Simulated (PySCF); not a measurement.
# Computed vibrations of [LuF4]−

[LuF4]− (singlet in the valence; each metal's 4f electrons, 14 of them, lie in its core potential, out of spins and levels). PySCF 2.14.0, RKS PBE0, Lu lcecp-1-SVP with ECP60, F def2-SVP; non-relativistic Hamiltonian with scalar-relativistic core potentials where named; density fitting; no spin-orbit coupling. Central differences of gradients.

```xyz
5

Lu    0.0000    0.0000    0.0000
F     1.1672    1.1672    1.1672
F    -1.1672   -1.1672    1.1672
F     1.1672   -1.1672   -1.1672
F    -1.1672    1.1672   -1.1672
```

Run from Python with OMP_NUM_THREADS=2. Where DIIS fails, smearing, a level shift and second-order steps follow.
It took 12 s on 2 threads of Arm Neoverse V1, with other jobs on the host.

Problem. What are the harmonic wavenumbers and infrared intensities?

Solution. Modes are labelled in Td; negative numbers are unstable modes, those under 60 cm⁻¹ near the noise; a finer grid moves soft modes by up to 10 cm⁻¹.
```
cm⁻¹  km/mol  symmetry
 116     0.0         e
 116     0.0         e
 125    39.5        t2
 125    39.5        t2
 125    39.5        t2
 523   125.3        t2
 523   125.3        t2
 523   125.3        t2
 543     0.0        a1
```

Problem. Is this a minimum?

Solution. Yes. Ideal gas at 298.15 K and 1 bar: S = 346.5 J/(mol K), Cp = 93.6 J/(mol K), H − H(0 K) = 21.2 kJ/mol (rigid rotor, harmonic modes, spin degeneracy alone, that of the 4f electrons in the core included).

An lcecp potential fixes the number of 4f electrons, so in runs with it no electron can move into or out of that shell.
